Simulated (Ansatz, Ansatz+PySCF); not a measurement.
```xyz
2

C     0.0000    0.0000   -0.9669
O     0.0000    0.0000    0.7252
```

Basis set: cc-pVDZ (spherical functions). Left uncorrelated: 2 orbitals. Charge 0, multiplicity 1.

Computed with Ansatz (development build ahead of 0.2.0); each method stands on the lowest determinant of its kind that the runs found. Restricted open shells among the atoms or ions are ROHF, correlated in semicanonical orbitals with singles. Restricted functionals stand beside restricted open-shell atoms, which can lie above the unrestricted atoms usual in DFT and then raise those values.

The atomization energy at this shape (free ground-state atoms in the same class of orbitals less the molecule, no zero-point energy) of singlet CO:

```tsv
method	atomization energy
ωB97X (unrestricted)	4.20 eV
ωB97X (restricted)	4.25 eV
r²SCAN (unrestricted)	4.85 eV
r²SCAN (restricted)	4.95 eV
PBE (restricted)	5.98 eV
PBE (unrestricted)	5.91 eV
PBE0 (unrestricted)	4.39 eV
UHF-CCSDT(Q)	5.27 eV
RHF-CCSD(T)	4.89 eV
UHF-CCSD(T)	4.67 eV
RHF-MP2	4.75 eV
UHF-MP2	3.11 eV
RHF	-0.72 eV
RHF-CCSD	3.84 eV
```

(1) What does UHF give?

Results:

(1) 1.04 eV. Caution: the shape is not the minimum. Caution for ωB97X (unrestricted), PBE0 (unrestricted): the unrestricted determinant is spin contaminated. Caution for UHF-CCSDT(Q), UHF-CCSD(T), UHF-MP2: a plain start can end on a higher determinant. Caution for UHF-CCSDT(Q), RHF-CCSD(T), UHF-CCSD(T), RHF-MP2, UHF-MP2, RHF-CCSD: large share of triples, a single reference is doubtful. Caution for UHF-CCSDT(Q), UHF-CCSD(T), UHF-MP2, UHF: the unrestricted determinant is a mixture of spin states. Caution for RHF-CCSD(T), RHF-MP2, RHF, RHF-CCSD: an unrestricted determinant lies well below. Caution for RHF-CCSD(T), UHF-CCSD(T): the program doubts this total. Caution for UHF-CCSD(T), UHF-MP2: another reference gives a lower total.
